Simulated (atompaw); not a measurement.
# Reading a pseudo-wave (Kr (Z = 36))

Columns: radius, all-electron u(r) and pseudo u(r) of the 4p shell (level -9.25 eV) of krypton in the configuration [Ar] 3d10 4s2 4p6; PBE, scalar-relativistic, PAW (atompaw) scheme, atompaw 4.2.0.5.

```
r (bohr)  all-electron  pseudo
   0.065        0.1938  0.0049
   0.131        0.1813  0.0198
   0.196       -0.0069  0.0438
   0.262       -0.2026  0.0768
   0.327       -0.3238  0.1168
   0.392       -0.3623  0.1631
   0.458       -0.3319  0.2151
   0.523       -0.2550  0.2698
   0.588       -0.1505  0.3265
   0.654       -0.0315  0.3845
   0.719        0.0882  0.4407
   0.785        0.2052  0.4955
   0.850        0.3116  0.5463
   0.915        0.4072  0.5930
   0.981        0.4920  0.6355
   1.046        0.5633  0.6721
   1.112        0.6240  0.7038
   1.177        0.6726  0.7295
   1.242        0.7111  0.7499
   1.308        0.7407  0.7656
   1.373        0.7615  0.7763
   1.438        0.7749  0.7828
   1.504        0.7819  0.7853
   1.569        0.7832  0.7843
   1.635        0.7796  0.7798
   1.700        0.7720  0.7720
```

(1) How many radial nodes do the two functions have?

(2) Is the pseudo-wave norm-conserving?

Answers

(1) The all-electron 4p function has n − l − 1 = 2; the pseudo-wave has 0, since the states of the same l below it are removed with the core.

(2) No, it belongs to a PAW set: the norm inside the radius is not constrained, and the difference is carried by the augmentation charge.
